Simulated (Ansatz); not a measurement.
A structure drawn as `C=C[SiH](Cl)C#C[SiH](C)Cl`, with this starting geometry:

```xyz
17

C     4.085    1.236    0.388
C     2.807    1.129    0.020
Si    1.972   -0.218   -0.928
Cl    1.836    0.710   -2.837
C     0.268   -0.562   -0.285
C    -0.840   -0.805    0.108
Si   -2.561   -1.126    0.766
C    -3.845   -0.121   -0.088
Cl   -2.613   -0.711    2.748
H     4.469    2.016    0.929
H     4.785    0.382    0.102
H     2.143    1.960    0.282
H     2.822   -1.460   -1.055
H    -2.890   -2.625    0.648
H    -3.690    0.929    0.056
H    -3.905   -0.376   -1.175
H    -4.844   -0.358    0.322
```

Total charge 0; spin multiplicity 1.

Q: Does it keep its bonds when Ansatz relaxes it at PBE-D4/def2-SVP and then PBE0-D4/def2-TZVP?

A: Yes, every drawn bond is still there and no new one forms.

Q: Give the relaxed structure. (Best estimate.)

A: Computed: 
```xyz
17

C    -1.5341    1.2627    3.6382
C    -1.0974    1.5233    2.4091
Si    0.5593    0.9481    1.8399
Cl    1.7591    2.5516    1.3742
C     0.4090   -0.0667    0.3337
C     0.2790   -0.7463   -0.6643
Si    0.1245   -1.7444   -2.1837
C     1.0373   -0.9411   -3.5804
Cl   -1.8741   -1.8909   -2.6474
H    -2.5105    1.5877    3.9859
H    -0.9317    0.7100    4.3541
H    -1.7341    2.0798    1.7248
H     1.2221    0.1679    2.9082
H     0.6117   -3.1128   -1.8995
H     0.6455    0.0608   -3.7663
H     2.0988   -0.8579   -3.3332
H     0.9355   -1.5318   -4.4932
```
No frequency check was run.

Atoms count as bonded under 1.1 times the sum of their covalent radii (H–H under 0.85 Å, pairs among N, O and F under 1.55 Å), and a drawn bond as lost past 1.3 times.
